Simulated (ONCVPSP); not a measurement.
## Sn (Z = 50), ONCV: configuration errors across variants

```json
{
  "Element": "tin",
  "Generator": "ONCVPSP 4.0.1",
  "Type": "optimised norm-conserving Vanderbilt (ONCV)",
  "Functional": "LDA (Perdew-Zunger)",
  "Relativity": "non-relativistic",
  "Frozen core": "[Ar] 3d10",
  "Valence charge": "22",
  "Reference configuration": "4s2 4p6 4d10 5s2 5p2",
  "Partial waves": "4s+5s: rc 1.65 bohr, ncon 3, nbas 8, qcut 9.2 1/bohr, 2 projectors; 4p+5p: rc 1.20 bohr, ncon 5, nbas 9, qcut 12 1/bohr, 2 projectors; 4d: rc 1.15 bohr, ncon 4, nbas 7, qcut 8 1/bohr, local; f scattering state at 0.08 Ha: rc 1.45 bohr, ncon 4, nbas 7, qcut 6.8 1/bohr, 1 projector",
  "Local potential": "the d channel",
  "Core correction": "none"
}
```

All-electron excitation energies from the reference (eV): (1) 4s2 4p6 4d10 5s2 5p1 7.147; (2) 4s2 4p6 4d10 5s2 5p0 21.405; (3) 4s2 4p6 4d10 5s1 5p0 51.629.

A true bound ghost makes a file unfit for plane-wave use even where its test errors are small: the radial tests pick states by their node count and pass the ghost by.

Errors AE − PS in meV (a dash: test not solved or not reliable):

```tsv
change	(1)	(2)	(3)	bound ghosts	GHOST(+) flags above zero
base	0.0	+0.2	-1.4	p	s
all radii scaled by about 0.87 (s 1.42, p 1.04, d 1.00, f 1.26 bohr)	0.0	+0.2	-0.6	none	s
all radii scaled by about 0.94 (s 1.56, p 1.14, d 1.08, f 1.36 bohr)	0.0	+0.2	-1.0	none	s, p
all radii scaled by about 1.10 (s 1.82, p 1.32, d 1.26, f 1.60 bohr)	0.0	+0.2	-1.7	p	none
all radii scaled by about 1.17 (s 1.92, p 1.40, d 1.34, f 1.70 bohr)	+0.1	+0.1	-2.7	none	p
all radii scaled by about 1.22 (s 2.02, p 1.46, d 1.40, f 1.78 bohr)	+0.1	+0.1	-3.4	none	p
all radii scaled by about 1.33 (s 2.20, p 1.60, d 1.52, f 1.92 bohr)	+0.1	-0.1	-5.3	none	none
```

Problem. Give the same row for: all radii scaled by about 0.80 (s 1.32, p 0.96, d 0.92, f 1.16 bohr).

Solution. 0.0, +0.2, -0.3; bound ghosts: none; GHOST(+) flags above zero: s.
